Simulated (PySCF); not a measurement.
A geometry optimisation on `CC#Cc1ncncn1`.

Method: PBE0-D3(BJ)/def2-SVP geometry optimisation, gas phase (PySCF 2.14.0). Start geometry: GFN2-xTB. The input is one job of a driver script: a line of settings, then coordinates in Å.

Input:
```
{"job": {"xc": "PBE0", "basis": "def2-SVP", "d3": "d3bj", "grid": 2, "kind": "geom"}, "charge": 0, "multiplicity": 1}
C      3.440088    -0.107013    -0.031460
C      2.002144    -0.064016    -0.020048
C      0.798440    -0.027675    -0.009722
C     -0.614011     0.017732     0.003198
N     -1.278191    -1.127521     0.187755
C     -2.589351    -1.017849     0.187671
N     -3.271518     0.105545     0.024045
C     -2.519336     1.182123    -0.147853
N     -1.203958     1.204901    -0.168266
H      3.803001    -0.433902     0.942883
H      3.844170     0.880376    -0.252617
H      3.781154    -0.813618    -0.787909
H     -3.161263    -1.926448     0.335130
H     -3.032047     2.126891    -0.284976
```

**Question.** Estimate the output.

**Answer.** 
```
step   0  E = -395.09301360  max force = 0.010694
step   1  E = -395.09449121  max force = 0.001616
step   2  E = -395.09449894  max force = 0.000189
optimisation converged
```

Energies in Eh; «max force» is the largest Cartesian gradient component in Eh/bohr.

**Question.** Give the first gradient maximum in eV/Å.

**Answer.** With 1 Eh/bohr = 51.422 eV/Å, 0.550 eV/Å.

**Question.** How much energy does the optimisation release, in kJ/mol?

**Answer.** E(step 0) − E(last step) = 0.001485 Eh, which is 3.9 kJ/mol.

In short: final energy -395.09450 Eh after 2 steps; dipole 2.04 D.

**Question.** Give the final coordinates.

**Answer.** 0.029 Å rms from the input after alignment:
```
atom  x, y, z in Å
C1     3.4064   -0.0111    0.0103
C2     1.9581    0.0345    0.0216
C3     0.7452    0.0702    0.0323
C4    -0.6864    0.1159    0.0438
N5    -1.3479   -1.0346    0.2281
C6    -2.6687   -0.9233    0.2287
N7    -3.3566    0.2035    0.0659
C8    -2.5991    1.2830   -0.1090
N9    -1.2740    1.3073   -0.1304
H10    3.7916   -0.3414    0.9878
H11    3.8348    0.9780   -0.2115
H12    3.7679   -0.7225   -0.7486
H13   -3.2452   -1.8451    0.3769
H14   -3.1162    2.2406   -0.2487
```

**Question.** How long does this job take on Arm Neoverse V1, one thread, shared host with 32 logical CPUs at a one-minute load of 17? And the peak memory of the process?

**Answer.** About 29 s, with 0.72 GiB resident at the peak, the Python interpreter and its libraries included.
Labels such as C1 count atoms from 1, the log's own numbers from 0.
